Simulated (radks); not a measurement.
Species: Rb II. Configuration: [Ar] 3d10 4s1 4p6 4f1 (not the ground configuration). Method: scalar-relativistic Kohn-Sham, BLYP, spin-polarised, spherical densities, finite nucleus; open shells are filled with parallel spins first (spin-orbit coupling, left out, can overturn this in heavy ions); Fermi nuclear charge, rms radius 4.2036 fm; computed with a radial shooting solver on a logarithmic mesh with Libxc functionals.

Unscreened Slater integrals over Kohn-Sham orbitals (eV). They are taken over the spin-up orbitals.

\begin{tabular}{lr}
integral & value \\ \hline
F0(4f,4f) & 2.9052 \\
F2(4f,4f) & 1.6268 \\
F4(4f,4f) & 1.0906 \\
F6(4f,4f) & 0.80898 \\
F0(4f,4p) & 3.6339 \\
F2(4f,4p) & 0.30702 \\
G2(4f,4p) & 0.050772 \\
G4(4f,4p) & 0.032653 \\
F0(4f,4s) & 3.6359 \\
G3(4f,4s) & 0.022779 \\
F0(4f,3d) & 3.6383 \\
F2(4f,3d) & 0.037452 \\
F4(4f,3d) & 0.0025804 \\
G1(4f,3d) & 0.0013569 \\
G3(4f,3d) & 0.00075780 \\
G5(4f,3d) & 0.00051389 \\
F0(4p,4p) & 15.132 \\
F2(4p,4p) & 7.9563 \\
F0(4p,4s) & 16.116 \\
G1(4p,4s) & 10.821 \\
F0(4p,3d) & 19.659 \\
F2(4p,3d) & 4.2769 \\
G1(4p,3d) & 1.4157 \\
G3(4p,3d) & 1.3292 \\
F0(4s,4s) & 17.352 \\
F0(4s,3d) & 22.107 \\
G2(4s,3d) & 1.8829 \\
F0(3d,3d) & 47.448 \\
F2(3d,3d) & 22.925 \\
F4(3d,3d) & 14.467 \\
\end{tabular}

Derived for the open shells (J is the average intra-shell exchange parameter used in DFT+U). 4f: F4/F2 = 0.670, F6/F2 = 0.497, J = (286 F2 + 195 F4 + 250 F6)/6435 = 0.1368 eV.
